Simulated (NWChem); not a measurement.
# C4H5FO; SMILES COC=C=CF

```xyz
11

C     -1.1010    -1.8069     0.0859
O      0.2731    -1.8951    -0.2008
C      0.9684    -0.7518    -0.1444
C      0.5113     0.4479     0.1599
C      0.1303     1.6532     0.4903
F     -0.3278     2.5539    -0.3872
H     -1.5163    -2.8162    -0.0248
H     -1.2692    -1.4466     1.1154
H     -1.6070    -1.1157    -0.6100
H      2.0231    -0.9167    -0.3937
H      0.1389     2.0541     1.5110
```
Atoms are numbered in this order, from 1.

Program: NWChem. Pople sets run with spherical d functions. Structure relaxed at the PBE0/def2-SVP level. GIAO values for the isolated, static molecule; σ is the absolute isotropic shielding, δ = σ(reference) − σ with the isolated reference molecule computed at the same levels (13C: tetramethylsilane, 19F: trichlorofluoromethane, 1H: tetramethylsilane, 17O: water).

Problem. What does the run give for Hartree-Fock/6-31G*? Quantities: δ C1 (ppm); δ O2 (ppm); δ C3 (ppm); δ C5 (ppm); δ F6 (ppm); δ H7 (rotor mean) (ppm); δ H11 (ppm).

Solution. The δ C1 (ppm) comes out as 50.3. The δ O2 (ppm) comes out as 38.7, the δ C3 (ppm) comes out as 124.8 and the δ C5 (ppm) is 122.9. The δ F6 (ppm) is -101.3 and the δ H7 (rotor mean) (ppm) is 3.43. The δ H11 (ppm) comes out as 7.01.
